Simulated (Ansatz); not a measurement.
Basis-set extrapolation for CH$_{4}$ClOSi (`C[Si](O)Cl`) radical (PBE0-D4/def2-TZVP geometry, frozen core, Ansatz 0.2.0). Multiplicity 2, UHF reference.

```json
{"": "HF", "def2-TZVPP": "-863.648612", "def2-QZVPP": "-863.676395"}
{"": "MP2 correlation", "def2-TZVPP": "-0.704212", "def2-QZVPP": "-0.763633"}
{"": "CCSD(T) correlation", "def2-TZVPP": "-0.771388", "def2-QZVPP": "-0.828663"}
```

Energies in hartree. Use E(X) = E(∞) + A·exp(−7.88·√X) for Hartree–Fock and E(X) = E(∞) + B·X^(−2.97) for correlation, with X = 3 and 4.

Q: What is the CCSD(T) energy at the basis-set limit?

A: HF limit: -863.676395 + (-0.027783) × 0.13774 = -863.68022. Correlation limit: -0.828663 + (-0.057275) × 0.74074 = -0.87109. Total: -864.55131 hartree, 82.4 kcal/mol below CCSD(T)/def2-TZVPP.
